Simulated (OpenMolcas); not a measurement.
**V2+, Nb2+, Ta2+: d³ down the group**

```json
{
  "Program": "OpenMolcas 26.06",
  "Method": "SS-CASPT2, IPEA 0.25 Eh, imaginary shift 0.1 Eh",
  "Basis": "ANO-R2",
  "Scalar Hamiltonian": "X2C, finite nucleus",
  "Spin-orbit coupling": "RASSI with atomic mean-field integrals over the reference wave functions, term energies averaged over their components"
}
```

Active space for each ion: 3 electrons in 10 orbitals (d d); closed shells correlated by CASPT2: V2+ 3s 3p; Nb2+ 4s 4p; Ta2+ 5s 5p.

Computed levels in cm-1 above ⁴F_3/2:

```
                               Level    V2+   Nb2+   Ta2+
                              ⁴F_5/2    153    518   2680
                              ⁴F_7/2    364   1183   5200
                              ⁴F_9/2    628   1954   7330
                              ⁴P_1/2  11860   8630  14830
                              ⁴P_3/2  11930   8480  15260
                              ²G_7/2  12050   9470  12470
                              ⁴P_5/2  12110   9800  14550
                              ²P_1/2  15490  10080   9610
                           ²D_5/2(1)  16770  13640  18690
weight of ⁴F in the lowest level (%)    100     99     88
```

Mixed levels, with the weight of the term that names them: Nb2+ ⁴P_1/2 (68 %), Nb2+ ⁴P_3/2 (59 %), Nb2+ ²P_1/2 (68 %), Ta2+ ⁴P_1/2 (53 %), Ta2+ ⁴P_3/2 (52 %), Ta2+ ²P_1/2 (53 %).

Measured, with the error of the calculation in %. Measured levels: V2+ from Sugar and Corliss, J. Phys. Chem. Ref. Data 7, 1191 (1978); Nb2+ from the list in Shadmi, J. Res. Natl. Bur. Stand. 70A, 435 (1966).

```tsv
Level	V2+	Nb2+
⁴F_5/2	146 (+5.4)	516 (+0.3)
⁴F_7/2	342 (+6.6)	1177 (+0.5)
⁴F_9/2	584 (+7.6)	1939 (+0.7)
⁴P_1/2	11514 (+3.0)	8664 (-0.4)
⁴P_3/2	11592 (+2.9)	8608 (-1.5)
²G_7/2	11966 (+0.7)	9236 (+2.6)
⁴P_5/2	11770 (+2.9)	9594 (+2.1)
²P_1/2	15580 (-0.6)	
²D_5/2(1)	16375 (+2.4)	13094 (+4.1)
```

The fine-structure level ⁴F_9/2 changes by a factor of 11.7 from V2+ to Ta2+.

Without spin-orbit coupling ⁴P lies 11660, 8360, 8450 cm-1 above ⁴F in that order; the difference to the level ⁴P_1/2, of either sign, comes from spin-orbit coupling, which also lowers the zero.

CASPT2 does not keep the components of a term degenerate, so their means are used; among the terms shown or strongly mixed into the levels shown the widest spread is 580 cm-1 (3d³ ⁴F, V2+). Active for correlation alone: 4d; no level in the range computed is led by a configuration that fills it, so any true level of that kind is missing (holds for V2+). Active for correlation alone: 5d; no level in the range computed is led by a configuration that fills it, so any true level of that kind is missing (holds for Nb2+). Active for correlation alone: 6d; no level in the range computed is led by a configuration that fills it, so any true level of that kind is missing (holds for Ta2+). Computed and measured levels are paired by configuration, term and J; levels that our copy of the source lacks, or whose pairing is in doubt (as where it misses far off the trend of its configuration), stay unpaired and out of the deviations. Levels of configurations outside the active space are missing.

A number in round brackets counts repeated terms of one configuration in the order of the reference energies.
